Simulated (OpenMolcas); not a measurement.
# Potential curves of TeO: spin-free states

Computed with OpenMolcas 26.06: state-averaged CASSCF(8,6) over Te 5p, O 2p, XMS-CASPT2 (IPEA 0.25, imaginary shift 0.2 hartree), scalar X2C, ANO-RCC-VTZP, then RASSI spin–orbit state interaction with atomic mean-field integrals. C2 symmetry about the axis (a holds Σ, Δ, Γ; b holds Π, Φ, H; Σ⁺ and Σ⁻ are not told apart); roots by multiplicity and irrep: 3a 5, 1a 6, 3b 4, 5b 2, 1b 4.

XMS-CASPT2 energies in eV from the lowest point. Curves are followed by energy order within each symmetry, so they are adiabatic and may change character at avoided crossings; Σ⁺ and Σ⁻ are counted together.

| R (Å) | (1)3Σ | (1)1Δ | (1)1Σ | (1)3Δ | (2)3Σ |
| --- | --- | --- | --- | --- | --- |
| 1.590 | 1.398 | 2.104 | 2.741 | 6.508 | 6.630 |
| 1.683 | 0.394 | 1.049 | 1.631 | 4.654 | 4.767 |
| 1.766 | 0.035 | 0.638 | 1.166 | 3.624 | 3.734 |
| 1.849 | 0.000 | 0.544 | 1.020 | 3.009 | 3.110 |
| 1.942 | 0.196 | 0.685 | 1.092 | 2.659 | 2.742 |
| 2.034 | 0.547 | 0.977 | 1.308 | 2.545 | 2.620 |
| 2.163 | 1.148 | 1.484 | 1.731 | 2.625 | 2.682 |
| 2.330 | 1.972 | 2.174 | 2.332 | 2.961 | 3.008 |
| 2.958 | 3.861 | 3.738 | 3.776 | 3.945 | 3.970 |

Task: With masses 129.906 and 15.995 u, fit the curves (1)3Σ, (1)1Δ, (1)1Σ, (1)3Δ near their minima.

Result: At XMS-CASPT2, Te from the lowest curve (the fit fixes ωe to a per cent or two; the method's Re and ωe can be off by some per cent):

```json
{"curve": "(1)3Σ", "Te (cm⁻¹)": "0", "Re (Å)": "1.818", "ωe (cm⁻¹)": "813.5"}
{"curve": "(1)1Δ", "Te (cm⁻¹)": "4520", "Re (Å)": "1.838", "ωe (cm⁻¹)": "777.4"}
{"curve": "(1)1Σ", "Te (cm⁻¹)": "8350", "Re (Å)": "1.861", "ωe (cm⁻¹)": "713.9"}
{"curve": "(1)3Δ", "Te (cm⁻¹)": "20630", "Re (Å)": "2.052", "ωe (cm⁻¹)": "554.0"}
```

Left out for impure symmetry, kinks or missing points, though low: (1)3Π, (1)1Π, (2)1Σ, (2)3Π, (2)1Π, (3)3Σ, (2)1Δ, (1)5Π, (3)1Σ. Only roots inside an energy window near the equilibrium distance were included, so the list of states is not complete; labels number the states computed. Each spin and symmetry block has orbitals of its own, averaged over its own roots, so gaps between blocks are less sure than gaps within one and near the minimum can be off by tenths of an eV, in bad cases by more. No Rydberg orbitals are active, so Rydberg states, and σ→σ* states whose orbital the CASSCF left unused, can be missing between those listed. CASPT2 splits the two components of degenerate states numerically, here by up to 164 cm⁻¹. No roots were computed in block 5a (none fell in the window or the block failed), so states of that kind are missing and can lie low or lowest. Points that failed a check (symmetry, reference weights, a jump) are left out.
